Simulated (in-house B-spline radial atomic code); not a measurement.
Ionisation energies along the 51-electron series, configuration [Kr] 4d10 5s2 5p3, as differences of self-consistent energies. Dirac energy differences include first-order Breit, QED and recoil terms. NIST's values go from ground level to ground level; the uncertainty of those that are theory runs from under 0.1 % in few-electron ions to several per cent in heavy many-electron ones. Computed with an all-electron radial atomic-structure program (B-spline basis): Dirac-Hartree-Fock, average of the configuration, finite nuclei.

| ion | configuration after | ionisation energy (eV) | IE/(q+1)² (eV) | Breit and QED recoil part (eV) | tabulated value (eV) | computed minus tabulated (eV) |
| --- | --- | --- | --- | --- | --- | --- |
| Sb | [Kr] 4d10 5s2 5p2 | 7.62 | 7.6243 | -0.0020966 | 8.608389 | -0.98 |
| Te+ | [Kr] 4d10 5s2 5p2 | 17.19 | 4.2966 | -0.0071125 | 18.6 | -1.41 |
| I2+ | [Kr] 4d10 5s2 5p2 | ? | ? | ? | ? | ? |
| Xe3+ | [Kr] 4d10 5s2 5p2 | 41.46 | 2.5912 | -0.020614 | 42.2 | -0.74 |
| Cs4+ | [Kr] 4d10 5s2 5p2 | 55.85 | 2.2342 | -0.029049 | 56 | -0.15 |
| Ba5+ | [Kr] 4d10 5s2 5p2 | ? | ? | ? | ? | ? |
| La6+ | [Kr] 4d10 5s2 5p2 | 88.79 | 1.812 | -0.049445 | 88 | 0.79 |
| Ce7+ | [Kr] 4d10 5s2 5p2 | 107.24 | 1.6756 | -0.061495 | 106 | 1.24 |

(1) Fill in the row of I2+.

(2) Fill in the row of Ba5+.

Where a p, d or f electron is removed, the computed value is a mean over both j, so it misses the tabulated one by a part of the spin-orbit splitting; averaging over terms and missing correlation add to the gap, relatively most at low charge.

Answers

(1) ionisation energy (eV): 28.53; IE/(q+1)² (eV): 3.1703; Breit and QED recoil part (eV): -0.013308; tabulated value (eV): 29.57; computed minus tabulated (eV): -1.04.

(2) ionisation energy (eV): 71.65; IE/(q+1)² (eV): 1.9902; Breit and QED recoil part (eV): -0.038644; tabulated value (eV): 71; computed minus tabulated (eV): 0.65.
